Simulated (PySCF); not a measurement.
Species: C₄H₁₄AlN.
Z-matrix (Å and degrees, PBE0-D3(BJ)/def2-SVP geometry), rows numbered from 1:
```
C 
Al  1  1.9810
N   2  2.0882  1  104.61
C   3  1.4665  2  109.07  1    61.54
C   3  1.4667  2  107.28  1  -178.95
C   3  1.4665  2  109.08  1   -59.44
H   1  1.1047  2  109.15  3   179.80
H   1  1.1038  2  113.75  3   -62.10
H   1  1.1036  2  113.79  3    61.70
H   2  1.6137  1  116.91  3  -107.24
H   2  1.6138  1  116.86  3   107.52
H   4  1.1044  3  110.90  2   178.13
H   4  1.0985  3  109.57  2   -61.37
H   4  1.0984  3  109.36  2    57.46
H   5  1.0982  3  109.32  2    60.22
H   5  1.1045  3  110.82  2  -179.02
H   5  1.0987  3  109.33  2   -58.28
H   6  1.0980  3  109.59  2    62.90
H   6  1.0987  3  109.34  2   -55.94
H   6  1.1045  3  110.89  2  -176.58
```

Computed with core-valence-separated Tamm–Dancoff BHandHLYP/aug-pcX-1 (pcseg-1 on H, def2-SVPD on Al) in PySCF, non-relativistic, gas phase, PBE0-D3(BJ)/def2-SVP geometry. The energies are unshifted.

Question: Give energies, oscillator strengths and core holes at the C K edge.

Answer: 
| E (eV) | f | core hole on | main final orbital |
| --- | --- | --- | --- |
| 284.15 | 0.0038 | C1 | LUMO+1 (32 %) |
| 284.91 | 0.0158 | C1 | spread |
| 285.00 | 0.0222 | C1 | LUMO+2 (41 %) |
| 285.44 | 0.0092 | C1 | LUMO (41 %) |
| 285.55 | 0.0030 | C1 | LUMO+7 (53 %) |
| 285.88 | 0.0080 | C1 | LUMO+3 (32 %) |
| 285.95 | 0.0026 | C1 | LUMO+4 (41 %) |
| 286.01 | 0.0072 | C1 | LUMO+2 (56 %) |
| 286.26 | 0.0063 | C1 | spread |
| 286.43 | 0.0242 | C5 | LUMO (40 %) |
| 286.44 | 0.0006 | C1 | spread |
| 286.47 | 0.0467 | C4/C6 | LUMO (2 roots, f summed) |
| 286.48 | 0.0005 | C1 | LUMO+10 (41 %) |
| 286.61 | 0.0000 | C1 | LUMO+6 (68 %) |
| 286.83 | 0.0086 | C1 | spread |
| 287.06 | 0.0001 | C1 | LUMO+11 (64 %) |

The first line with a tenth or more of the strongest one's intensity is at 284.91 eV (f = 0.016), with the hole on C1 (methyl carbon). The strongest listed is at 286.47 eV (f = 0.047, sum of 2; C4/C6).

Question: What does the N 1s absorption edge look like?

Answer: 
| E (eV) | f | core hole on | main final orbital |
| --- | --- | --- | --- |
| 402.41 | 0.0044 | N3 | LUMO (92 %) |
| 402.57 | 0.0015 | N3 | LUMO+7 (39 %) |
| 402.66 | 0.0621 | N3 | LUMO+1/LUMO+2 (2 roots, f summed) |
| 403.41 | 0.0073 | N3 | LUMO+1 (41 %) |
| 403.60 | 0.0063 | N3 | LUMO+4/LUMO+6 (2 roots, f summed) |

The first line with a tenth or more of the strongest one's intensity is at 402.66 eV (f = 0.062, sum of 2), with the hole on N3 (nitrogen bonded to Al and 3 C). It is also the strongest listed.

Roots within 0.03 eV whose holes lie on the same, on equivalent or on shared atoms are summed into one line, and the highest roots are left out, as the search may have cut off their partners. Final orbitals are the ground state's empty Kohn–Sham orbitals.

Question: What are the wavelength and the wavenumber of the 284.91 eV line?

Answer: λ = 12398.42 eV Å/284.91 eV = 43.517 Å; 2.2980 × 10⁶ cm⁻¹.

Only the lowest roots of each edge were sought.

Time: 42 s wall; peak memory 1.0 GiB. Hardware: an Intel Xeon Platinum 8488C with one thread, no GPU, shared host with 192 logical CPUs at a one-minute load of 65.
